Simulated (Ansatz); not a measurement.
Consider the redistribution: `C[S][AlH][OH]` + `[CH3][GeH2][Cl]` → `[CH3][AlH][OH]` + `C[S][GeH2][Cl]`.

Computed with Ansatz on PBE0-D4/def2-TZVP structures; ΔE is electronic, products minus reactants. CBS: MP2 limit from def2 TZ/QZ plus the TZ coupled-cluster correction, frozen cores. Functionals use def2-TZVPP. B3LYP here is the variant with VWN-RPA as its local correlation; programs differ in this. HSE06 is defined as in plane-wave codes. For Ge outer-core shells are correlated without core-valence functions, which leaves a few kJ/mol of doubt a bond. Scalar relativity is left out up to krypton. One conformer a species, not always the lowest.

```
             level  ΔE (eV)
           PBE0-D4     0.50
            revPBE     0.48
             B3LYP     0.50
             HSE06     0.51
    MP2/def2-TZVPP     0.54
SCS-MP2/def2-QZVPP     0.55
      HF/CBS(def2)     0.59
    CCSD/CBS(def2)     0.56
```

What does CCSD(T)/CBS give? (Best estimate.)

Computed: +0.54 eV. The listed levels differ from it by -0.04, -0.06, -0.04, -0.03, 0.00, 0.01, 0.05, 0.02 eV.

Largest T1 diagnostic among the species: 0.012.

Leaving LDA and LC-ωPBE aside and taking each functional with its dispersion term where it has one, the values, not all of them listed here, spread over 0.10 eV, from BLYP-D4 to PBE-QIDH. In def2-TZVPP, CCSD(T) changes the Hartree–Fock value by −0.04 eV (the triples alone add −0.01 eV) and MP2 by −0.05 eV.
